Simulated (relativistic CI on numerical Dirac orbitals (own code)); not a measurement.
## Rh⁴⁺ (4d5) in a crystal field

Calculated by Dirac-Coulomb-Breit CI, KLI orbitals optimised for each configuration, QED by a radiative potential, valence Slater integrals scaled by 0.7, one configuration in a parametric crystal field (own radial code).

Field parameters in Wybourne normalisation: Oh B⁴₀ = 21Dq, B⁴₄ = √(5/14) B⁴₀. The field is a parameter set, without covalency.

S is read from ⟨S²⟩ = S(S + 1).

Site symmetry Oh; labels are those of the double group. Computed levels in cm⁻¹ above the lowest, in rising order:

```csv
Δ (size of 10Dq),Lowest,No. 2,No. 3,No. 4,No. 5,No. 6,No. 7,No. 8
7250,Γ7,2 Γ8,14549 Γ7,15575 Γ8,15845 Γ8,16323 Γ6,18300 Γ7,18678 Γ8
13050,Γ7,21 Γ8,6942 Γ7,9422 Γ8,10575 Γ8,11077 Γ6,12081 Γ8,12247 Γ7
18850,Γ7,2544 Γ8,3298 Γ7,3567 Γ8,8495 Γ8,8905 Γ6,9151 Γ8,9599 Γ7
24650,Γ7,2824 Γ8,11721 Γ8,12045 Γ7,13653 Γ8,14010 Γ6,16095 Γ8,16289 Γ7
30450,Γ7,2747 Γ8,17988 Γ8,18374 Γ7,19093 Γ8,19458 Γ6,23977 Γ6,24065 Γ8
36250,Γ7,2690 Γ8,23732 Γ8,24089 Γ7,24645 Γ8,25020 Γ6,29572 Γ6,29673 Γ8
42050,Γ7,2646 Γ8,29421 Γ8,29753 Γ7,30261 Γ8,30643 Γ6,35216 Γ6,35318 Γ8
```

Ground-state S against |10Dq| in cm⁻¹: 7250: 2.48, 13050: 2.45, 18850: 0.78, 24650: 0.56, 30450: 0.53, 36250: 0.52, 42050: 0.51.

The spin changes between |10Dq| = 13050 and 18850 cm⁻¹.
